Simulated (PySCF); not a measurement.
BHFCl, SMILES FBCl.

Geometry: PBE0-D3(BJ)/def2-TZVP.

These are TDDFT-CAM-B3LYP/def2-SVPD (PySCF) values and carry that method's errors.

Vertical excitations. The molecule is in vacuum. State labels are in the subgroup Cs.

Computed lowest excited states:
| state | symmetry | energy (eV) | λ (nm) | f | main pairs |
|---|---|---|---|---|---|
| S1 | A" | 6.70 | 185 | 0.003 | HOMO→LUMO 98 % |
| S2 | A" | 7.64 | 162 | 0.004 | HOMO−2→LUMO 98 % |
| S3 | A' | 8.01 | 155 | 0.102 | HOMO−1→LUMO 94 % |
| S4 | A' | 8.96 | 138 | 0.064 | HOMO→LUMO+1 84 % |
| S5 | A" | 9.53 | 130 | 0.094 | HOMO−1→LUMO+1 84 % |
| S6 | A' | 9.70 | 128 | 0.074 | HOMO→LUMO+2 73 % |
| S7 | A' | 10.15 | 122 | 0.016 | HOMO→LUMO+3 52 %, HOMO−2→LUMO+1 36 % |
| S8 | A' | 10.27 | 121 | 0.023 | HOMO−2→LUMO+1 45 %, HOMO→LUMO+3 38 % |
| S9 | A" | 10.33 | 120 | 0.000 | HOMO−1→LUMO+2 71 % |
| S10 | A" | 10.37 | 120 | 0.003 | HOMO→LUMO+4 92 % |
| T1 | A" | 6.29 | 197 | 0 | HOMO→LUMO 86 % |
| T2 | A' | 6.84 | 181 | 0 | HOMO−1→LUMO 98 % |
| T3 | A" | 7.18 | 173 | 0 | HOMO−2→LUMO 86 % |
| T4 | A' | 8.68 | 143 | 0 | HOMO→LUMO+1 72 %, HOMO→LUMO+2 21 % |
Triplets are in the Tamm–Dancoff approximation, which puts them higher than full response would, so one can lie above its singlet here.
